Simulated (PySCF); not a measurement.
Molecule: vinylidene fluoride, C$_{2}$H$_{2}$F$_{2}$, net charge 0, singlet state. SMILES: C=C(F)F
Geometry: optimised at B3LYP-D3(BJ)/def2-TZVP (Ansatz).

Dispersion corrections to the total energy (kcal/mol) from the dftd3 and dftd4 libraries through PySCF: D3(BJ) without and D4 with the three-body term, each with the damping fitted for the functional named.

| functional | D3(BJ) | D4 |
|---|---|---|
| HF | -16.25 | -6.81 |
| B3LYP | -2.82 | -2.56 |
| PBE0 | -1.36 | [?] |
| B2GP-PLYP | -0.88 | [?] |
| PBE | -1.65 | -1.59 |
| TPSS | -2.02 | -2.17 |
| HSE06 | -0.94 | [?] |

Q: Some entries are withheld; supply them.

A: 
- PBE0, D4: -1.30
- B2GP-PLYP, D4: -0.64
- HSE06, D4: -1.19
